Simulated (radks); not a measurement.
The lithium anion Li-, [He] 2s2, held by a Watson sphere: a shell of charge +1 at radius R that stands for the Madelung well of a crystal (potential energy -1/R inside, -1/r outside, in hartree with lengths in bohr). All-electron calculation, scalar-relativistic Kohn-Sham, LDA (Slater exchange, Perdew-Wang correlation), spin-polarised, spherical densities, finite nucleus; Fermi nuclear charge, rms radius of each element as measured or else 0.836 A^(1/3) + 0.57 fm. Program: a radial shooting solver on a logarithmic mesh with Libxc functionals. Response by self-consistent Sternheimer equations with the Hartree and adiabatic LDA kernel, the relativistic mass of each level held fixed and spin-orbit coupling left out. The sphere does not respond.

R (bohr)  e(1s) (eV)  e(2s) (eV)  <r> 2s (bohr)  sum of <r^2> (bohr^2)  X-ray form factor at sin(theta)/lambda = 0.2 1/angstrom  alpha (bohr^3)
1.67         -54.668      -4.704          3.131                  24.24                                                    1.776           80.27
2.41         -51.389      -4.399          3.365                  27.58                                                    1.727           97.61
2.94         -50.472      -4.132          3.560                  30.64                                                    1.706           116.3
3.26         -50.160      -3.965          3.680                  32.63                                                    1.701           129.9
3.27         -50.152      -3.960          3.684                  32.69                                                    1.701           130.3
3.65         -49.910      -3.766          3.823                  35.15                                                    1.699           148.4
3.95         -49.778      -3.617          3.931                  37.11                                                    1.700           164.1
